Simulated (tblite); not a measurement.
Species: C4H3Cl3FO (doublet state).
Atom-mapped SMILES: `[OH:1]/[C:2]=[C:3](/[CH2:4][F:5])[C:6]([Cl:7])([Cl:8])[Cl:9]` (hydrogens: H10 on O1; H11, H12 on C4)
Bond orders are those of one Lewis drawing.

Computed with GFN2-xTB (tblite), gas phase: L-BFGS steps from a force-field or distance-geometry start until the largest atomic force falls under 0.01 eV/Å.

Geometry at step 57:
```
atom  x, y, z in Å
O1      2.2912   -1.2394    0.1458
C2      1.0165   -1.1561   -0.0052
C3      0.0004   -0.3260    0.0176
C4     -1.3892   -0.7856   -0.3524
F5     -1.7229   -0.3991   -1.6308
C6      0.1218    1.1590    0.3329
Cl7    -0.1525    2.1136   -1.1698
Cl8    -1.0766    1.6597    1.5556
Cl9     1.7251    1.5856    0.9469
H10     2.7754   -0.3885    0.1447
H11    -1.4400   -1.8748   -0.3146
H12    -2.1480   -0.3491    0.3032
```

Question: What forces act on the atoms?

Answer: 
```tsv
atom	Fx (eV/Å)	Fy (eV/Å)	Fz (eV/Å)
O1	-0.127	-0.036	0.028
C2	-0.009	0.084	0.011
C3	-0.002	-0.037	-0.038
C4	-0.009	0.055	0.034
F5	0.042	-0.101	0.021
C6	-0.031	-0.073	-0.134
Cl7	-0.017	0.000	0.110
Cl8	0.023	0.044	0.010
Cl9	0.081	0.025	0.031
H10	0.045	0.052	-0.010
H11	-0.003	-0.033	-0.084
H12	0.006	0.020	0.021
```

The largest, 0.16 eV/Å, acts on C6; the rms over all components is 0.054 eV/Å. The forces sum to zero within rounding, as they must for an isolated molecule in no field.

Question: Give the force on C6 in Eh/bohr and in nN.

Answer: 0.156 eV/Å ÷ 51.422 = 0.00303 Eh/bohr, and 0.156 eV/Å × 1.602 = 0.25 nN.

Question: How far is this geometry from the end of the optimisation?

Answer: 0.032 eV above it, and 0.287 Å rms away after alignment. The bonds farthest from their final lengths, with half the difference of the two atoms' forces along the bond (positive lengthens):

```csv
bond,now (Å),final (Å),force along bond (eV/Å)
C6–Cl7,1.801,1.787,-0.08
C6–Cl8,1.784,1.796,+0.05
C6–Cl9,1.769,1.774,+0.09
C3–C6,1.523,1.519,-0.03
O1–H10,0.979,0.981,+0.08
O1–C2,1.286,1.284,-0.05
```

The angle farthest from its final value is C3–C6–Cl7, 109.4° against 110.7°.

Of the 2 listed bonds off by 0.010 Å or more, this force points towards the final length in 2.

What follows is the cost of the whole relaxation. Time: 1.1 s. Hardware: one thread, Arm Neoverse V1 (aarch64), no GPU (shared host).
